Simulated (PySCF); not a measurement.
Field gradients from PBE0/pcSseg-1 densities (PySCF, non-relativistic) at GFN2-xTB geometries, isolated species, one conformer each; χzz is the principal value of largest magnitude, with Q(14N) = 0.02044 b, Q(17O) = −0.0256 b. GFN2-xTB bond lengths can be off by several hundredths of an ångström, more for odd bonds, and the gradients follow them. A larger basis could move these couplings by a tenth or more.

(1) These 14N couplings (χzz in MHz, η) are listed in rising order: (-5.557, 0.41); (-5.154, 0.04); (-4.645, 0.14); (-4.286, 0.15). Assign them to: N4 (pyridine-type nitrogen) in `[CH3:1][O:2][c:3]1[n:4][n:5][s:6][c:7]1[O:8][CH3:9]`; the amide nitrogen of `CC#C[C@@H](C)C(=O)NC`; the pyridine-type nitrogen of `Cc1ccncp1`; the nitrogen bound to a thiocarbonyl carbon of `C[C@@H](C#CC(N)=S)C=O`.

(2) Rank these 17O sites by the size of the quadrupole coupling, smallest first.
A. The amide oxygen of `CC#C[C@@H](C)C(=O)NC`
B. The silyl ether oxygen of `[SiH3]OCC([SiH3])([SiH3])Cl`
C. The aldehyde oxygen of `C[C@@H](C#CC(N)=S)C=O`

## Answers

(1) -5.557 MHz, η 0.41: the pyridine-type nitrogen of `Cc1ccncp1`; -5.154 MHz, η 0.04: N4 (pyridine-type nitrogen) in `[CH3:1][O:2][c:3]1[n:4][n:5][s:6][c:7]1[O:8][CH3:9]`; -4.645 MHz, η 0.14: the amide nitrogen of `CC#C[C@@H](C)C(=O)NC`; -4.286 MHz, η 0.15: the nitrogen bound to a thiocarbonyl carbon of `C[C@@H](C#CC(N)=S)C=O`.

(2) A (9.373 MHz), B (10.14 MHz), C (12.34 MHz).

All sites together:

```tsv
nucleus	site	Vzz (au)	η	χzz (MHz)
14N	N4 (pyridine-type nitrogen) in [CH3:1][O:2][c:3]1[n:4][n:5][s:6][c:7]1[O:8][CH3:9]	-1.073	0.04	-5.154
14N	the amide nitrogen of CC#C[C@@H](C)C(=O)NC	-0.967	0.14	-4.645
14N	the pyridine-type nitrogen of Cc1ccncp1	-1.157	0.41	-5.557
14N	the nitrogen bound to a thiocarbonyl carbon of C[C@@H](C#CC(N)=S)C=O	-0.892	0.15	-4.286
17O	the aldehyde oxygen of C[C@@H](C#CC(N)=S)C=O	-2.052	0.61	12.34
17O	the amide oxygen of CC#C[C@@H](C)C(=O)NC	-1.558	0.06	9.373
17O	the silyl ether oxygen of [SiH3]OCC([SiH3])([SiH3])Cl	1.685	0.42	-10.14
```
